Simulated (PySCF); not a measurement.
A geometry optimisation, step by step.

Compound: Se₆.
Bonds: Se1–Se2, Se2–Se3, Se3–Se4, Se4–Se5, Se5–Se6, Se1–Se6.

Method: PySCF, PBE0-D3(BJ)/def2-SVP geometry optimisation, gas phase; density fitting, grid level 1; the optimiser is geomeTRIC in internal coordinates, started from a GFN2-xTB structure with every atom displaced at random (about 0.01 Å). The frame can shift and turn from step to step; on so coarse a grid that alone can change the energy by a few meV, and forces under 0.02 eV/Å are noise.

Step 0: E = -392006.9801 eV, largest atomic force 0.509 eV/Å
```
atom  x, y, z in Å  |  force x, y, z in eV/Å
Se1     1.111   -1.867   -0.260   -0.179   0.243  -0.022
Se2     2.136    0.118    0.478   -0.136  -0.046   0.055
Se3     0.926    1.793   -0.665    0.348  -0.228  -0.231
Se4    -1.056    1.845    0.509   -0.401  -0.172   0.261
Se5    -2.144   -0.128   -0.237    0.270   0.078  -0.038
Se6    -0.949   -1.791    0.904    0.098   0.126  -0.025
```

Step 1: E = -392006.9600 eV, largest atomic force 0.511 eV/Å
```
atom  x, y, z in Å  |  force x, y, z in eV/Å
Se1    -1.291   -0.920   -1.275   -0.169   0.175  -0.122
Se2     0.243   -2.154   -0.036   -0.133  -0.276   0.164
Se3     2.083   -0.736    0.092   -0.140   0.448   0.173
Se4     1.190    0.904    1.568    0.474  -0.100  -0.162
Se5    -0.168    2.152    0.139   -0.060  -0.122   0.219
Se6    -2.032    0.723    0.239    0.028  -0.125  -0.271
```

Step 2: E = -392007.0071 eV, largest atomic force 0.247 eV/Å
```
atom  x, y, z in Å  |  force x, y, z in eV/Å
Se1    -1.296   -0.926   -1.306   -0.055   0.102  -0.072
Se2     0.210   -2.152   -0.009   -0.006  -0.101   0.099
Se3     2.061   -0.721    0.077   -0.131   0.195   0.077
Se4     1.259    0.919    1.573    0.167  -0.121  -0.102
Se5    -0.171    2.142    0.191   -0.092  -0.050   0.084
Se6    -2.039    0.706    0.203    0.117  -0.026  -0.086
```

Step 3: E = -392007.0161 eV, largest atomic force 0.075 eV/Å
```
atom  x, y, z in Å  |  force x, y, z in eV/Å
Se1    -1.279   -0.932   -1.327   -0.030   0.016  -0.026
Se2     0.190   -2.152    0.027    0.027  -0.044  -0.013
Se3     2.032   -0.703    0.060    0.009   0.014   0.013
Se4     1.291    0.925    1.568    0.030  -0.049   0.025
Se5    -0.182    2.142    0.220   -0.064   0.039  -0.005
Se6    -2.027    0.690    0.179    0.027   0.025   0.007
```

Step 4: E = -392007.0167 eV, largest atomic force 0.032 eV/Å
```
atom  x, y, z in Å  |  force x, y, z in eV/Å
Se1    -1.282   -0.934   -1.326    0.004   0.015  -0.004
Se2     0.193   -2.158    0.025    0.003   0.001  -0.022
Se3     2.033   -0.704    0.062   -0.007   0.013   0.001
Se4     1.291    0.925    1.568    0.002  -0.030   0.009
Se5    -0.184    2.148    0.221   -0.019   0.006   0.006
Se6    -2.026    0.693    0.178    0.017  -0.004   0.008
```

Step 5: E = -392007.0165 eV, largest atomic force 0.022 eV/Å
```
atom  x, y, z in Å  |  force x, y, z in eV/Å
Se1    -1.282   -0.933   -1.325    0.006   0.009  -0.007
Se2     0.193   -2.159    0.024    0.002   0.004  -0.022
Se3     2.031   -0.703    0.062   -0.002   0.007  -0.003
Se4     1.290    0.924    1.568   -0.002  -0.016   0.008
Se5    -0.185    2.149    0.220   -0.005   0.001   0.016
Se6    -2.023    0.693    0.180    0.001  -0.005   0.007
```

Step 6: E = -392007.0166 eV, largest atomic force 0.025 eV/Å
```
atom  x, y, z in Å  |  force x, y, z in eV/Å
Se1    -1.282   -0.934   -1.325    0.004   0.013  -0.006
Se2     0.193   -2.158    0.024    0.003   0.000  -0.021
Se3     2.032   -0.704    0.062   -0.004   0.011  -0.001
Se4     1.291    0.924    1.567    0.002  -0.023   0.009
Se5    -0.185    2.148    0.220   -0.013   0.003   0.011
Se6    -2.024    0.693    0.179    0.008  -0.004   0.008
```

**Question.** Summarise the path.

**Answer.** The energy falls by 0.0365 eV from step 0 to step 6; nine tenths of that is first reached at step 3. It rises by more than 0.2 meV at step 1. The largest force goes from 0.509 to 0.025 eV/Å. Among the bonds Se3–Se4 changes most, from 2.305 to 2.338 Å; the atoms move by 0.041 Å rms after alignment.

What follows is the cost of the whole optimisation. Time: 5.9 min of wall time; peak memory 1.5 GiB. Hardware: one thread, Arm Neoverse V1 (aarch64), no GPU, shared host.
